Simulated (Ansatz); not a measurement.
C2H5FSi2, SMILES `F[SiH2]C1=C[SiH2]1`, relaxed with RKS PBE-D4/def2-SVP in Ansatz from a rough embedded geometry. The force threshold is 0.03 eV/Å; the program also tests the step.

The species carries charge 0 and has multiplicity 1.

Start:

```xyz
10

F    -1.200   -0.487   -2.128
Si   -0.911    0.706   -1.192
C     0.007    0.143    0.139
C     0.723    0.442    1.204
Si    0.737   -1.309    0.759
H    -2.200    1.292   -0.776
H    -0.175    1.740   -2.017
H     0.953    1.199    1.892
H    -0.044   -2.085    1.714
H     2.109   -1.640    0.405
```

| step | energy (eV) | largest force (eV/Å) | largest move (Å) |
| --- | --- | --- | --- |
| 1 | -20603.8673 | 4.024 | 0.000 |
| 2 | -20604.6502 | 2.153 | 0.172 |
| 3 | -20604.8273 | 1.134 | 0.200 |
| 4 | -20604.8820 | 0.315 | 0.099 |
| 5 | -20604.8903 | 0.112 | 0.064 |
| 6 | -20604.8921 | 0.022 | 0.018 |

End:

```xyz
10

F    -1.284   -0.430   -2.312
Si   -0.955    0.793   -1.270
C     0.060    0.116    0.126
C     0.709    0.474    1.256
Si    0.868   -1.328    0.981
H    -2.262    1.331   -0.761
H    -0.196    1.848   -2.023
H     0.879    1.417    1.802
H     0.045   -2.305    1.762
H     2.134   -1.916    0.439
```

It took 12 s on 4 threads of an Arm Neoverse N1 on a shared host, with 0.15 GiB of host memory at the peak.
